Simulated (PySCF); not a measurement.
# How methods differ on the ionisation energy of Tb⁺

Tb⁺ [Xe] 4f9 6s1 [4f5/2^6 4f7/2^3 6s1/2^1, M_J = 8] → Tb²⁺ [Xe] 4f9 [4f5/2^6 4f7/2^3, M_J = 15/2], as a difference of total energies. Calculation: PySCF 2.14, in x2c-TZVPPall-2c (11s11p10d4f2g, 140 functions); the two-component X2C-1e Hamiltonian. Correlated levels: [Ar] 3d10 frozen; the 18 highest virtual spinors dropped. "Screened" scales the spin-orbit matrix elements by Boettger's factors to mimic the two-electron term; Breit and QED terms are absent.

```tsv
method	ionisation energy (eV)
GHF (spin-free)	10.695
GMP2 (spin-free)	11.573
GHF (screened spin-orbit)	10.697
GMP2 (screened spin-orbit)	11.572
```

Q: How much does correlation contribute at GMP2 (screened spin-orbit)?

A: 11.572 − (10.697) = 0.875 eV, measured against GHF (screened spin-orbit).

The spin-free rows relax to the high-spin LS determinant and lack the spin-orbit shift.

The labels give the starting determinants; with spin-orbit coupling the two ends relaxed to ⟨J²⟩ = 72.02, ⟨L²⟩ = 30.55, ⟨S²⟩ = 11.85 and ⟨J²⟩ = 63.78, ⟨L²⟩ = 30.56, ⟨S²⟩ = 8.64.

For comparison: 11.513 ± 0.02 eV (semi-empirical (NIST evaluation); NIST Atomic Spectra Database, ionization energies).
